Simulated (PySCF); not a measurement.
## Electron correlation in Cl³⁺ (chlorine, charge +3)

[Ne] 3s2 3p2, high-spin 3P determinant. All numbers are calculated (PySCF 2.14, scalar relativity by spin-free X2C-1e, in cc-pVDZ-DK (4s3p1d, 18 functions)). Frozen: [Ne]; 4 electrons correlated.

MP2 pair energies summed by pair of shells (mhartree):

```csv
pair,energy,share (%)
3s-3p,-33.64,61.3
3s-3s,-15.67,28.5
3p-3p,-5.61,10.2
```

Total MP2 correlation energy: -54.92 mhartree.

Same-spin part -8.32 and opposite-spin part -46.60 mhartree; SCS-MP2 scales them by 1/3 and 6/5 to -58.69 mhartree.

```json
{"level": "CCSD", "correlation energy (mhartree)": "-76.84"}
{"level": "(T)", "correlation energy (mhartree)": "-0.74"}
{"level": "CCSD(T)", "correlation energy (mhartree)": "-77.58"}
```

Diagnostics: T1 = 0.0061, D1 = 0.0165, largest double amplitude 0.106.

Cost of the coupled-cluster step: 0.09 s of wall time on 1 thread of Neoverse-V1 (shared host), for 4 correlated electrons.
